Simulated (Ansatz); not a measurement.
Relaxation of GaH3O (5 atoms, charge 0, multiplicity 1), to a largest force component of 0.02 eV/Å in at most 50 steps.

These are results of RKS B3LYP-D4/def2-TZVP (Ansatz 0.2.0), not measurements.

```xyz
5
Properties=species:S:1:pos:R:3:forces:R:3
O 0.993 -0.652 0.517 -0.28 -3.90 2.32
Ga -0.120 0.394 -0.214 -9.69 -15.22 -1.56
H 0.282 -1.292 0.828 2.05 -0.11 -0.08
H -1.431 0.097 -0.927 -0.78 -0.83 0.02
H 0.327 1.380 -0.246 8.71 20.05 -0.71
```

Question: Where does it end, and by what steps?

Answer: The run converged. After 7 steps the energy has fallen by 4.350 eV; H5 moved furthest, 0.52 Å. The start is strongly strained (largest force component 20 eV/Å).

```tsv
step	energy less start (eV)	largest force component (eV/Å)	accepted
0	0.0000	20.055	yes
1	-3.1465	7.330	yes
2	-4.1428	2.112	yes
3	-4.3017	0.455	yes
4	-4.3195	0.331	yes
5	-4.3476	0.164	yes
6	-4.3500	0.053	yes
7	-4.3504	0.005	yes
```

```xyz
5
Properties=species:S:1:pos:R:3
O 0.805 -0.726 0.696
Ga -0.158 0.449 -0.267
H 0.408 -1.599 0.774
H -1.514 -0.049 -0.870
H 0.509 1.851 -0.376
```

Whether the end is a true minimum wasn't checked by a vibrational analysis.

The run took 10 s on 2 threads of Arm Neoverse V1 (shared host), peak memory 0.15 GiB.
